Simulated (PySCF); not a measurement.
Isomers of C6H13N3Si, one GFN2-xTB conformer each. Single-point energies are computed at PBE0/pcSseg-1 (PySCF, gas phase, no added dispersion term), electronic only.

```csv
SMILES,GFN2-xTB relative energy (kcal/mol)
CC[C@H](C)n1nncc1[SiH3],20.1
CCc1ncn([SiH](C)C)n1,0.0
Cc1n[nH]nc1[Si](C)(C)C,41.2
CN1CC[Si@@]1(N)CCC#N,35.5
CCCn1nnc(C)c1[SiH3],18.0
CC(C)(C)n1nncc1[SiH3],19.8
Cc1nnn(C(C)C)c1[SiH3],16.1
CC[C@@H](C)n1cc([SiH3])nn1,22.9
```

Conformers: `[CH3:1][CH2:2][C@H:3]([CH3:4])[n:5]1[n:6][n:7][cH:8][c:9]1[SiH3:10]` with C1–C2–C3–C4 -175°, C2–C3–N5–N6 57°; `[CH3:1][CH2:2][c:3]1[n:4][cH:5][n:6]([SiH:7]([CH3:8])[CH3:9])[n:10]1` with C1–C2–C3–N4 78°, C5–N6–Si7–C8 -116°; `[CH3:1][N:2]1[CH2:3][CH2:4][Si@@:5]1([NH2:6])[CH2:7][CH2:8][C:9]#[N:10]` with C4–Si5–N6–H -42° and 164°, C4–Si5–C7–C8 46°, Si5–C7–C8–C9 176°; `[CH3:1][CH2:2][CH2:3][n:4]1[n:5][n:6][c:7]([CH3:8])[c:9]1[SiH3:10]` with C1–C2–C3–N4 180°, C2–C3–N4–N5 106°; `[CH3:1][c:2]1[n:3][n:4][n:5]([CH:6]([CH3:7])[CH3:8])[c:9]1[SiH3:10]` with N4–N5–C6–C7 -61°; `[CH3:1][CH2:2][C@@H:3]([CH3:4])[n:5]1[cH:6][c:7]([SiH3:8])[n:9][n:10]1` with C1–C2–C3–C4 174°, C2–C3–N5–C6 120°.

What does PBE0/pcSseg-1 give for the same structures?

```tsv
SMILES	PBE0/pcSseg-1 E (Eh)	PBE0/pcSseg-1 (kcal/mol)	GFN2-xTB (kcal/mol)	point group
CCc1ncn([SiH](C)C)n1	-689.60780	0.0	0.0	C1
CN1CC[Si@@]1(N)CCC#N	-689.58765	12.6	35.5	C1
Cc1n[nH]nc1[Si](C)(C)C	-689.58125	16.7	41.2	C1
Cc1nnn(C(C)C)c1[SiH3]	-689.53472	45.9	16.1	Cs
CCCn1nnc(C)c1[SiH3]	-689.53192	47.6	18.0	C1
CC[C@H](C)n1nncc1[SiH3]	-689.52855	49.7	20.1	C1
CC[C@@H](C)n1cc([SiH3])nn1	-689.52720	50.6	22.9	C1
CC(C)(C)n1nncc1[SiH3]	-689.52559	51.6	19.8	C1
```

Both levels put the same isomer lowest; measured from each level's own lowest isomer, the values differ by up to 31.8 kcal/mol (CC(C)(C)n1nncc1[SiH3]: 19.8 against 51.6). Neighbours under 2.5 kcal/mol apart (Cc1nnn(C(C)C)c1[SiH3] and CCCn1nnc(C)c1[SiH3]; CCCn1nnc(C)c1[SiH3] and CC[C@H](C)n1nncc1[SiH3]; CC[C@H](C)n1nncc1[SiH3] and CC[C@@H](C)n1cc([SiH3])nn1; CC[C@@H](C)n1cc([SiH3])nn1 and CC(C)(C)n1nncc1[SiH3]) can change places with a better method, another conformer or zero-point energy.

Which frontier levels, dipoles and rotational constants go with these structures?

```json
{"SMILES": "CCc1ncn([SiH](C)C)n1", "HOMO (eV, PBE0/pcSseg-1)": "-7.36", "LUMO (eV)": "0.22", "dipole (D)": "2.77", "A, B, C (MHz)": "2217, 617.0, 591.2"}
{"SMILES": "CN1CC[Si@@]1(N)CCC#N", "HOMO (eV, PBE0/pcSseg-1)": "-6.32", "LUMO (eV)": "0.65", "dipole (D)": "4.88", "A, B, C (MHz)": "1690, 646.6, 580.4"}
{"SMILES": "Cc1n[nH]nc1[Si](C)(C)C", "HOMO (eV, PBE0/pcSseg-1)": "-7.38", "LUMO (eV)": "0.05", "dipole (D)": "0.50", "A, B, C (MHz)": "1661, 851.5, 692.9"}
{"SMILES": "Cc1nnn(C(C)C)c1[SiH3]", "HOMO (eV, PBE0/pcSseg-1)": "-7.08", "LUMO (eV)": "-0.42", "dipole (D)": "3.85", "A, B, C (MHz)": "1567, 928.4, 674.3"}
{"SMILES": "CCCn1nnc(C)c1[SiH3]", "HOMO (eV, PBE0/pcSseg-1)": "-7.13", "LUMO (eV)": "-0.36", "dipole (D)": "4.12", "A, B, C (MHz)": "1744, 788.4, 579.4"}
{"SMILES": "CC[C@H](C)n1nncc1[SiH3]", "HOMO (eV, PBE0/pcSseg-1)": "-7.49", "LUMO (eV)": "-0.42", "dipole (D)": "4.11", "A, B, C (MHz)": "1339, 963.3, 791.1"}
{"SMILES": "CC[C@@H](C)n1cc([SiH3])nn1", "HOMO (eV, PBE0/pcSseg-1)": "-7.46", "LUMO (eV)": "0.01", "dipole (D)": "4.45", "A, B, C (MHz)": "2390, 601.7, 554.2"}
{"SMILES": "CC(C)(C)n1nncc1[SiH3]", "HOMO (eV, PBE0/pcSseg-1)": "-7.51", "LUMO (eV)": "-0.40", "dipole (D)": "4.17", "A, B, C (MHz)": "1472, 1114, 743.5"}
```
